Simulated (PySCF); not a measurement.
PySCF job for CH4O3, SMILES OC(O)O, KT2/pcSseg-1. The structure is a stationary point at r2SCAN-D4/def2-SVP. The values are those of a single conformer.

```python
import numpy as np
from pyscf import gto, scf, dft
from pyscf.prop.nmr import rks as nmr

mol = gto.M(
    atom='''
    O    -0.16060248    0.70616509    1.09274728
    C     0.34484051    0.02128394    0.00000000
    O    -0.03516006   -1.32449125   -0.00000002
    O    -0.16060248    0.70616511   -1.09274727
    H     0.16582390    0.24763668    1.87803174
    H     1.45717773   -0.00772255    0.00000000
    H    -1.00694845   -1.31796604   -0.00000002
    H     0.16582390    0.24763673   -1.87803173
    ''',
    basis='pcSseg-1',
    charge=0,
    spin=0,
    max_memory=1600,
    verbose=3,
)
mf = dft.RKS(mol, xc='kt2')
mf.grids.level = 3
mf.conv_tol = 1e-10
mf.max_cycle = 100
mf.kernel()
n = nmr.NMR(mf)
n.verbose = 2
n.max_cycle_cphf = 60
sigma = n.kernel()
print('atom   isotropic/ppm   span/ppm')
for i, s in enumerate(sigma):
    w = np.linalg.eigvalsh((s + s.T) / 2)
    print(f'{mol.atom_symbol(i):2s}{i + 1:3d} {w.mean():14.3f} {w[2] - w[0]:11.3f}')
```

Program output:

```
converged SCF energy = -270.029071159191
atom   isotropic/ppm   span/ppm
O   1        207.141     107.556
C   2         75.758      36.832
O   3        184.287     124.929
O   4        207.141     107.556
H   5         29.809      16.226
H   6         25.178       7.594
H   7         29.863      11.517
H   8         29.809      16.226
```

Self-consistency was reached.
